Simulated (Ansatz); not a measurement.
Reactions of `O=CBCl`.

Calculated with Ansatz (gas phase, PBE0-D4/def2-TZVP geometries, no zero-point term in ΔE). CCSD(T)/CBS adds triple-zeta CCSD(T) − MP2 to the extrapolated MP2 energy (def2 sets, frozen cores). This one scheme is used for every species. Functionals use def2-TZVPP. Elements past krypton have def2 core potentials. For Se, Te outer-core shells are correlated without core-valence functions, which leaves a few kJ/mol of doubt a bond. Scalar relativity is left out up to krypton. Each species was taken in one conformer, which may not be the lowest.

```
                                          reaction  PBE-D4 (kJ/mol)  HF/CBS(def2) (kJ/mol)
                     `O=CBCl` + H₂ → `BCl` + `C=O`              -18                    -53
`O=CBCl` + `[SiH3][TeH]` → `O=C[Te][SiH3]` + `BCl`              -23                     14
     `O=CBCl` + `O[SiH2]S` → `O=CS[SiH2]O` + `BCl`              -32                     -8
                `O=CBCl` + CH₃OH → `COBCl` + `C=O`             -151                   -165
                  `O=CBCl` + HCl → `ClBCl` + `C=O`              -98                   -101
              `O=CBCl` + H₂Se → `ClB[SeH]` + `C=O`              -87                    -77
```

Question: Give the CCSD(T)/CBS values in the same order. (An estimate is asked.)

Answer: Ansatz gave: -28, -9, -21, -156, -98, -88 kJ/mol.

Largest T1 diagnostic: 0.016, for `O=C[Te][SiH3]`.
